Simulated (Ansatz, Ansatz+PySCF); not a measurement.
```xyz
5

O    -0.0535   -0.1431   -0.0948
H     0.6967   -0.0268   -0.6698
O     3.0468    0.1909    0.1213
H     3.1336   -0.4573   -0.5559
H     2.6382   -0.2747    0.8034
```

Basis set: def2-SVP (spherical functions). Frozen core: 2 orbitals. Charge 0, multiplicity 2.

Computed with Ansatz (development build ahead of 0.2.0); each method stands on the lowest determinant of its kind that the runs found.

Problem. Give the atomization energy at this shape (free ground-state atoms in the same class of orbitals less the molecule, no zero-point energy) of doublet H₃O₂ by UHF-MP2, UHF.

Solution.

```csv
method,atomization energy
UHF-MP2,13.58 eV
UHF,9.58 eV
```
